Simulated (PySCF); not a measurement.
**19F chemical shifts**

PySCF calculation with geometry from GFN2-xTB and NMR shieldings at PBE0/pcSseg-1/GIAO; relativity neglected, fast rotation and ring inversion assumed for equivalent nuclei, no solvent model, a single conformation.

Shieldings were converted by a linear fit to measured shifts: 19F (scatter 6.0 ppm rms, 7.0 ppm with the 5 outliers that the fit left out vs CFCl3, solution or neat liquid, with a term for F on sp3 carbon). A few per cent of atoms miss by over 2 rms, more outside the fitted compound classes.

Task: Give the 19F shifts of `F/C=C(/F)CC(F)F`, `FC/C=C\C(F)(F)F`, `FC/C=C(/F)C(F)F`, `C[C@H](F)C(F)=C(F)F`, `F/C=C(\F)CC(F)F`, `COC[Si@@H]([SiH3])CCF`, `FC(F)=CCC(F)F`, `FC/C=C(\F)C(F)F`.

Result: 
```
                                           compound                           environment  δ (ppm)
[F:1]/[CH:2]=[C:3](/[F:4])[CH2:5][CH:6]([F:7])[F:8]    F7/8: fluorine of a CF2 group (×2)   -116.0
[F:1]/[CH:2]=[C:3](/[F:4])[CH2:5][CH:6]([F:7])[F:8]                  F4: vinylic fluorine   -165.7
[F:1]/[CH:2]=[C:3](/[F:4])[CH2:5][CH:6]([F:7])[F:8]                  F1: vinylic fluorine   -172.7
[F:1][CH2:2]/[CH:3]=[CH:4]\[C:5]([F:6])([F:7])[F:8]  F6/7/8: fluorine of a CF3 group (×3)    -63.9
[F:1][CH2:2]/[CH:3]=[CH:4]\[C:5]([F:6])([F:7])[F:8]         F1: fluorine on an sp3 carbon   -227.2
[F:1][CH2:2]/[CH:3]=[C:4](/[F:5])[CH:6]([F:7])[F:8]                  F5: vinylic fluorine   -114.3
[F:1][CH2:2]/[CH:3]=[C:4](/[F:5])[CH:6]([F:7])[F:8]    F7/8: fluorine of a CF2 group (×2)   -118.1
[F:1][CH2:2]/[CH:3]=[C:4](/[F:5])[CH:6]([F:7])[F:8]         F1: fluorine on an sp3 carbon   -228.5
[CH3:1][C@H:2]([F:3])[C:4]([F:5])=[C:6]([F:7])[F:8]                  F7: vinylic fluorine    -97.9
[CH3:1][C@H:2]([F:3])[C:4]([F:5])=[C:6]([F:7])[F:8]                  F8: vinylic fluorine   -116.2
[CH3:1][C@H:2]([F:3])[C:4]([F:5])=[C:6]([F:7])[F:8]                  F5: vinylic fluorine   -181.1
[CH3:1][C@H:2]([F:3])[C:4]([F:5])=[C:6]([F:7])[F:8]         F3: fluorine on an sp3 carbon   -181.5
[F:1]/[CH:2]=[C:3](\[F:4])[CH2:5][CH:6]([F:7])[F:8]    F7/8: fluorine of a CF2 group (×2)   -116.0
[F:1]/[CH:2]=[C:3](\[F:4])[CH2:5][CH:6]([F:7])[F:8]                  F4: vinylic fluorine   -139.4
[F:1]/[CH:2]=[C:3](\[F:4])[CH2:5][CH:6]([F:7])[F:8]                  F1: vinylic fluorine   -152.6
                              COC[Si@@H]([SiH3])CCF             fluorine on an sp3 carbon   -215.2
  [F:1][C:2]([F:3])=[CH:4][CH2:5][CH:6]([F:7])[F:8]                  F1: vinylic fluorine    -81.6
  [F:1][C:2]([F:3])=[CH:4][CH2:5][CH:6]([F:7])[F:8]                  F3: vinylic fluorine    -87.1
  [F:1][C:2]([F:3])=[CH:4][CH2:5][CH:6]([F:7])[F:8]    F7/8: fluorine of a CF2 group (×2)   -115.7
[F:1][CH2:2]/[CH:3]=[C:4](\[F:5])[CH:6]([F:7])[F:8]    F7/8: fluorine of a CF2 group (×2)   -105.2
[F:1][CH2:2]/[CH:3]=[C:4](\[F:5])[CH:6]([F:7])[F:8]                  F5: vinylic fluorine   -113.3
[F:1][CH2:2]/[CH:3]=[C:4](\[F:5])[CH:6]([F:7])[F:8]         F1: fluorine on an sp3 carbon   -230.6
```
